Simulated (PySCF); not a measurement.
Problem. Give a PBE0-D3(BJ)/def2-SVP geometry of `C#CC1=CC=C(N(C)C)C=C1`.

Solution. 
```xyz
22
C10H11N angstrom
C      4.6569   -0.6839   -0.3192
C      3.4529   -0.5318   -0.2670
C      2.0394   -0.3520   -0.2063
C      1.2447   -0.4302   -1.3622
C     -0.1286   -0.2547   -1.3105
C     -0.7857    0.0073   -0.0860
N     -2.1461    0.1780   -0.0280
C     -2.7774    0.4900    1.2261
C     -2.9280    0.1310   -1.2344
C      0.0170    0.0908    1.0753
C      1.3894   -0.0864    1.0107
H      5.7212   -0.8182   -0.3650
H      1.7236   -0.6321   -2.3226
H     -0.6972   -0.3206   -2.2374
H     -2.6032   -0.2950    1.9834
H     -3.8611    0.5712    1.0771
H     -2.4220    1.4476    1.6500
H     -2.6488    0.9271   -1.9495
H     -3.9883    0.2608   -0.9853
H     -2.8249   -0.8371   -1.7559
H     -0.4364    0.2985    2.0439
H      1.9827   -0.0173    1.9249
```

Orientation and origin are arbitrary. Atoms count from 1 in this order. The 6-membered ring C3–C4–C5–C6–C10–C11 has internal angles of 117.3° to 121.5°; it is planar, 0.00 Å rms from its mean plane, widest ring torsion 0°. The 11 heavy atoms lie in one plane (0.012 Å rms). Of the pairs four or more bonds apart, C8···H21 is among the closest relative to their van der Waals radii: 2.49 Å, 86 % of the sum of Bondi's values. The 8 C–C bonds span 1.215 Å (C1≡C2, drawn triple) to 1.426 Å (C2–C3, drawn single), a spread of 0.211 Å.

Bonds between heavy atoms (Å): C1≡C2 1.215, C2–C3 1.426, C3–C4 1.405, C4–C5 1.385, C5–C6 1.414, C6–N7 1.372, N7–C8 1.438, N7–C9 1.438, C6–C10 1.414, C10–C11 1.385, C3–C11 1.405.

Computed, not measured: PBE0-D3(BJ)/def2-SVP geometry optimisation, gas phase (PySCF 2.14.0).

Point group: near C2v, missed by 0.12 Å at most; the miss may be what the optimiser left on a soft mode (Cs holds within 0.08 Å). No PBE0-D3(BJ)/def2-SVP frequencies stand behind this structure, so it isn't proved a minimum.
